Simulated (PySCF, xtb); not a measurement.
CH₇GeNSi₂, SMILES [SiH3][C]1=N[SiH2][GeH2]1.

GFN2-xTB (xtb) at its own geometry gives an orbital gap of 1.72 eV and a dipole moment of 1.65 D.

Geometry optimised at ωB97X-D3(BJ)/def2-SVP. The structure was generated by enumeration, and PubChem lists no compound with its InChIKey, so it may never have been made.

Problem. What does PBE/def2-TZVP (PySCF) give? (Estimate from the structure and the level; the computed values follow.)

Solution. gap 2.72 eV (levels -5.26 and -2.54 eV), dipole 1.30 D.
